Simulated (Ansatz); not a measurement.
HClGe, SMILES `[Cl][GeH]` (lower singlet) (charge 0, multiplicity 1). This singlet lies 1.67 eV below the relaxed triplet at the level composite: frozen-core CCSD(T) with HF/cc-pV5Z and the correlation energy extrapolated as X^-3 from cc-pVQZ and cc-pV5Z, plus CCSDT(Q) minus CCSD(T) in cc-pVDZ // PBE0-D3(BJ)/def2-TZVP (Ansatz, a first-principles code).

Cartesian coordinates (Å):
```xyz
3

Cl     1.5495    -0.3189     0.0000
Ge    -0.3158     0.8150     0.0000
H     -1.2337    -0.4961     0.0000
```
Charge 0, spin multiplicity 1.

Frozen-core energies in cc-pVTZ from Ansatz at a geometry from PBE0-D3(BJ)/def2-TZVP; the HF reference has <S^2> = 0.00 (restricted, and unstable towards unrestricted orbitals) and the T1 diagnostic is 0.012.

```
level  energy (Ha)
-----  -----------
HF     -2535.52505
MP2    -2535.88125
CCSD   -2535.90993
```

Q: Estimate the energies of CCSD(T), CCSDT and CCSDT(Q), and give each level's difference from CCSDT(Q).

A: 
```json
[
 {"level": "MP2", "energy (Ha)": "-2535.88125", "difference from CCSDT(Q) (mHa)": "46.91"},
 {"level": "CCSD", "energy (Ha)": "-2535.90993", "difference from CCSDT(Q) (mHa)": "18.23"},
 {"level": "CCSD(T)", "energy (Ha)": "-2535.92708", "difference from CCSDT(Q) (mHa)": "1.09"},
 {"level": "CCSDT", "energy (Ha)": "-2535.92773", "difference from CCSDT(Q) (mHa)": "0.44"},
 {"level": "CCSDT(Q)", "energy (Ha)": "-2535.92816", "difference from CCSDT(Q) (mHa)": "0.00"}
]
```
